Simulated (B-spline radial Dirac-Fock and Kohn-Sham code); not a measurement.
f′ and f″ of Co, 6 keV to 51.24 keV

The computed values come from a radial atomic solver: the dispersion relation over Dirac-Hartree-Slater subshell photoionisation cross sections, with the Kissel-Pratt high-energy constant (isolated atom, no bound-bound lines or fine structure). The forward scattering factor is f₀ + f′ + i f″.

Edges near this range: K 7709.0 eV.

```
hν (eV)   λ (Å)  f′ (e)  f″ (e)  tabulated f′  tabulated f″
   6000   2.066  -1.344   0.766         -1.33          0.71
 6403.9   1.936  -1.579   0.682         -1.57          0.64
   6715   1.846  -1.815   0.627         -1.83          0.59
 6930.3   1.789  -2.030   0.592         -2.06          0.56
   7675   1.615  -5.112   0.493         -4.98          0.49
 8047.8   1.541  -2.427   3.640         -2.34          3.61
 9251.7   1.340  -0.663   2.923         -0.64          2.90
  12000   1.033       ?       ?             ?             ?
  12350   1.004   0.204   1.809          0.21          1.78
  13230  0.9371   0.272   1.607          0.27          1.58
  15000  0.8266   0.337   1.292          0.33          1.27
  16190  0.7658   0.352   1.129          0.35          1.11
17479.3  0.7093   0.353   0.984          0.35          0.97
  21550  0.5753   0.318   0.672          0.31          0.66
22162.9  0.5594   0.311   0.638          0.31          0.62
24209.8  0.5121   0.285   0.541          0.28          0.53
  25090  0.4942   0.275   0.506          0.27          0.50
  30000  0.4133   0.219   0.360          0.22          0.35
  33880  0.3660   0.182   0.285          0.18          0.28
  40000  0.3100   0.135   0.206          0.13          0.20
  51240  0.2420   0.077   0.126          0.07          0.12
```

**Question.** What are f′ and f″ at 12000 eV?

**Answer.** f′ = 0.166 and f″ = 1.899 electrons (tables: 0.17 and 1.87). By the optical theorem f″ corresponds to a photoabsorption cross section 2 rₑ λ f″ = 11100 b.

Tabulated f′: xraylib 4.2 anomalous scattering factors (Cullen et al., EPDL97); f″: Chantler's tables (J. Phys. Chem. Ref. Data 1995 and 2000). Both are theoretical tables.
